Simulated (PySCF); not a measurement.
The complex FeCl3 (charge 0) contains Fe(III), shell d5. The structure is a model geometry with rigid ligands and bond lengths from ionic radii, not a minimum; coordination trigonal planar, point group D3h, metal–donor distances 2.17 Å.

```
4

Fe    0.000    0.000    0.000
Cl    2.175    0.000    0.000
Cl   -1.087    1.884    0.000
Cl   -1.087   -1.884    0.000
```

Method (PySCF 2.14, density fitting): CASSCF(5,5) with orbitals averaged over all microstates of the shell, strongly contracted NEVPT2 on the averaged canonical orbitals; basis x2c-TZVPall on the metal, x2c-SVPall elsewhere; spin-free X2C; gas phase; spin-orbit coupling by state interaction with the mean-field operator over all roots.

Problem. Which term lies lowest, and with what spin?

Solution. 6A1' (S = 5/2, orbital degeneracy 1), orbital occupations from the lowest 1.0 1.0 1.0 1.0 1.0, by NEVPT2.

Problem. Which is the lowest state of another spin?

Solution. 4E' at 21211 cm⁻¹ by NEVPT2; CASSCF alone puts it at 27971 cm⁻¹ above the same ground state.

Problem. What ligand-field parameters describe the result?

Solution. At CASSCF level (the NEVPT2 levels don't fit a ligand-field model well): orbital energies 0, 1781, 1781, 11228, 11228 cm⁻¹; B = 1077 cm⁻¹; C = 4029 cm⁻¹; B over its free-ion value at the same level 0.833; rms of the fit 407 cm⁻¹; ζ = 398 cm⁻¹ (free ion 466).

Problem. What magnetic behaviour follows?

Solution. The ground multiplet follows a spin Hamiltonian with S = 5/2, g = 2.002, 2.002, 2.002, D = -0.54 cm⁻¹, E/|D| = 0.00 (spin-orbit part alone); the lowest levels hold 100 % of the spin-free ground state. μeff is 5.92 μB at 300 K and 5.92 μB at 10 K; the spin-only value is 5.92 μB.

Charge-transfer states lie outside this active space and may come lower than some of these levels. NEVPT2 on the d shell alone tends to put d–d bands too high for such charged or covalently bound ions. Gaps between spin states lean to high spin in this active space.

The job took 17 s on one thread of Arm Neoverse N1 (shared host), with 102 basis functions, launched as `OMP_NUM_THREADS=1 python lf_run.py task.json out`.
